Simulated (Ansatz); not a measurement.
Two isomers of C3H7ClSi: A = `CC(C)[Si]Cl`, B = `CC1(Cl)C[SiH2]1`.

Computed with Ansatz on PBE0-D4/def2-TZVP structures; ΔE is electronic, products minus reactants. CCSD(T)/CBS adds triple-zeta CCSD(T) − MP2 to the extrapolated MP2 energy (def2 sets, frozen cores). Functionals use def2-TZVPP. B3LYP here is the variant with VWN-RPA as its local correlation; programs differ in this. Each species was taken in one conformer, which may not be the lowest.

A:

Z-matrix (Å, degrees):
```
C
C 1 1.521
H 1 1.093 2 112.1
H 1 1.092 2 110.9 3 -120.3
H 1 1.095 2 110.8 3 120.0
C 2 1.534 1 112.0 3 -178.4
Si 2 1.903 1 118.1 3 59.2
H 2 1.100 1 109.2 3 -59.0
H 6 1.094 2 110.6 1 63.5
H 6 1.093 2 110.7 1 -56.1
H 6 1.097 2 112.9 1 -176.9
Cl 7 2.094 2 100.0 1 48.4
```

B:

Z-matrix (Å, degrees):
```
C
C 1 1.502
H 1 1.094 2 110.1
H 1 1.095 2 110.6 3 -119.5
H 1 1.091 2 111.2 3 119.8
Cl 2 1.777 1 112.1 3 -178.5
C 2 1.535 1 117.2 3 47.3
Si 2 1.861 1 123.0 3 -29.7
H 7 1.087 2 115.2 1 -1.8
H 7 1.085 2 115.9 1 133.4
H 8 1.479 2 118.5 1 2.3
H 8 1.475 2 119.2 1 -148.0
```

Task: Which is lower in electronic energy at CCSD(T)/CBS, and by how much? (Estimate.)

Result: Ansatz gave: A, by 32.2 kcal/mol.

Task: Give E(B) − E(A) in kcal/mol with CCSD/def2-TZVPP, CCSD(T)/def2-TZVPP, PBE-D4, r2SCAN-D4, PBE0-D4, MP2/def2-TZVPP, B3LYP. (Estimate.)

Result: Computed: CCSD/def2-TZVPP 33.6, CCSD(T)/def2-TZVPP 32.7, PBE-D4 30.4, r2SCAN-D4 28.6, PBE0-D4 30.5, MP2/def2-TZVPP 30.1, B3LYP 33.4. None reverses the order clearly.

Largest T1 diagnostic: 0.011.

In def2-TZVPP, CCSD(T) changes the Hartree–Fock value by −3.0 kcal/mol (the triples alone add −0.9 kcal/mol) and MP2 by −5.6 kcal/mol.
